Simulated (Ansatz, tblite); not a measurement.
Removing and adding an electron: `CCc1ccc(CCc2ccc(CC)cc2)cc1`. Total charge 0; singlet. Geometry: r2SCAN-D4/def2-SVP. Ansatz, gas phase; energy differences of separate SCF runs; the oxidised species was run as a doublet alone; the reduced species was run as a doublet alone.

```xyz
40

C    -4.7663    2.6492   -3.8596
C    -4.5491    3.3878   -2.5350
C    -3.4663    2.7572   -1.6948
C    -2.1240    3.1420   -1.8368
C    -1.1151    2.5255   -1.0937
C    -1.4119    1.5017   -0.1806
C    -0.3185    0.8030    0.5842
C     0.2495   -0.4161   -0.1751
C     1.3418   -1.1094    0.5962
C     1.0430   -2.1252    1.5173
C     2.0484   -2.7252    2.2785
C     3.3887   -2.3291    2.1488
C     4.4818   -3.0190    2.9263
C     5.0511   -4.2315    2.1822
C     3.6871   -1.3133    1.2273
C     2.6819   -0.7131    0.4661
C    -2.7533    1.1124   -0.0428
C    -3.7620    1.7292   -0.7861
H    -3.8435    2.6413   -4.4616
H    -5.5606    3.1246   -4.4572
H    -5.0529    1.6000   -3.6826
H    -4.2884    4.4407   -2.7396
H    -5.4937    3.4044   -1.9642
H    -1.8682    3.9489   -2.5329
H    -0.0762    2.8536   -1.2124
H    -0.6970    0.4637    1.5639
H     0.5073    1.5048    0.7932
H    -0.5750   -1.1196   -0.3838
H     0.6300   -0.0782   -1.1545
H     0.0035   -2.4507    1.6388
H     1.7897   -3.5175    2.9900
H     5.2939   -2.3010    3.1346
H     4.0889   -3.3405    3.9064
H     5.4732   -3.9326    1.2092
H     4.2635   -4.9762    1.9843
H     5.8475   -4.7218    2.7648
H     4.7263   -0.9873    1.1061
H     2.9402    0.0796   -0.2452
H    -3.0115    0.3212    0.6702
H    -4.8034    1.4163   -0.6501
```

The xTB rows come from tblite. Single mean-field runs in def2-TZVP are fitted with def2-universal-jkfit.

```csv
level,−HOMO (eV),vertical IE (eV),−LUMO (eV),vertical EA (eV),HOMO–LUMO gap (eV),IE − EA (eV),remarks
GFN1-xTB,11.33,13.25,7.17,5.20,4.15,8.06,–
GFN2-xTB,10.27,12.24,6.07,4.04,4.20,8.20,–
PBE-D4/def2-TZVP,5.60,7.50,1.18,-0.51,4.42,8.01,HOMO above zero (-1 doublet)
PBE0-D4/def2-TZVP,6.53,7.83,0.29,-0.85,6.24,8.68,HOMO above zero (-1 doublet)
ωB97X-V/def2-TZVP,8.63,8.29,-1.75,-1.47,10.37,9.76,HOMO above zero (-1 doublet)
```

Relaxing the reduced species (r2SCAN-D4/def2-SVP) changes its energy by -0.09 eV at PBE-D4/def2-TZVP, so the adiabatic electron affinity to this nearest minimum is -0.42 eV. At PBE0-D4/def2-TZVP it is -0.81 eV. The highest occupied level of the relaxed charge -1 doublet lies above zero (up to 2.05 eV). By energy differences, losing it releases 0.42 eV (each at its own geometry, to the charge 0 singlet, at PBE-D4/def2-TZVP).     A HOMO above zero means that the electron is unbound at that level or that self-interaction error raises the level; the energy of removing that electron tells which. Raw xTB energy differences between charge states are shifted by several eV; the methods need an empirical correction for them. Sets without diffuse functions give affinities that are too small. A negative affinity means that the extra electron isn't bound; its size then hangs on the basis.
